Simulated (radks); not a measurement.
The numbers below are computed, except where a source is named.
Species: Tb+. Configuration: [Xe] 4f7 5d1 6s2 (not the ground configuration).

Code: a radial shooting solver on a logarithmic mesh with Libxc functionals. Model: Dirac Kohn-Sham, PBE, spin-unpolarised, spherical densities, point nucleus; open shells fill j = l - 1/2 first.

Energy parts (hartree):
part                       energy
total                 -11718.2261
kinetic                12818.7585
electron-nucleus      -28799.3022
Hartree                 4518.5205
exchange-correlation    -256.2029

Orbitals (lengths in bohr, moments of r in powers of bohr; r(max) is where P^2 peaks):
| orbital | occ. | eigenvalue (hartree) | <r^2> | <1/r> | <r> | r(max) |
|---|---|---|---|---|---|---|
| 1s1/2 | 2 | -1904.642 | 0.0006315 | 73.13 | 0.02150 | 0.01364 |
| 2s1/2 | 2 | -316.2807 | 0.009829 | 17.48 | 0.09096 | 0.07766 |
| 2p1/2 | 2 | -300.5675 | 0.007125 | 17.45 | 0.07590 | 0.05859 |
| 2p3/2 | 4 | -273.1340 | 0.008356 | 15.35 | 0.08285 | 0.06452 |
| 3s1/2 | 2 | -70.88060 | 0.06539 | 6.377 | 0.2390 | 0.2200 |
| 3p1/2 | 2 | -64.05526 | 0.06082 | 6.291 | 0.2286 | 0.2073 |
| 3p3/2 | 4 | -58.39384 | 0.06783 | 5.759 | 0.2418 | 0.2198 |
| 3d3/2 | 4 | -46.64585 | 0.05397 | 5.638 | 0.2141 | 0.1744 |
| 3d5/2 | 6 | -45.41146 | 0.05593 | 5.506 | 0.2183 | 0.1779 |
| 4s1/2 | 2 | -14.74956 | 0.3293 | 2.672 | 0.5400 | 0.5046 |
| 4p1/2 | 2 | -12.07236 | 0.3454 | 2.565 | 0.5509 | 0.5083 |
| 4p3/2 | 4 | -10.80120 | 0.3832 | 2.385 | 0.5805 | 0.5347 |
| 4d3/2 | 4 | -6.39005 | 0.4351 | 2.170 | 0.6126 | 0.5405 |
| 4d5/2 | 6 | -6.15850 | 0.4498 | 2.125 | 0.6229 | 0.5490 |
| 4f5/2 | 6 | -0.91499 | 0.7901 | 1.633 | 0.7874 | 0.5417 |
| 4f7/2 | 1 | -0.88177 | 0.8108 | 1.614 | 0.7970 | 0.5463 |
| 5s1/2 | 2 | -2.34134 | 1.848 | 1.043 | 1.283 | 1.160 |
| 5p1/2 | 2 | -1.58099 | 2.295 | 0.9294 | 1.424 | 1.255 |
| 5p3/2 | 4 | -1.39523 | 2.591 | 0.8657 | 1.512 | 1.328 |
| 5d3/2 | 1 | -0.42248 | 5.846 | 0.5840 | 2.228 | 1.741 |
| 5d5/2 | 0 | -0.40646 | 6.134 | 0.5694 | 2.282 | 1.779 |
| 6s1/2 | 2 | -0.39843 | 12.88 | 0.3732 | 3.389 | 3.009 |

The highest occupied level is 6s1/2 at -10.842 eV. The configuration is held as typed, so some empty levels lie below it. Summed over all electrons, <r^2> = 64.28 bohr^2, which gives a Langevin (diamagnetic) susceptibility term of -50.9 x 10^-6 cm^3/mol. The density falls to 0.001 e/bohr^3 at r = 4.78 bohr.
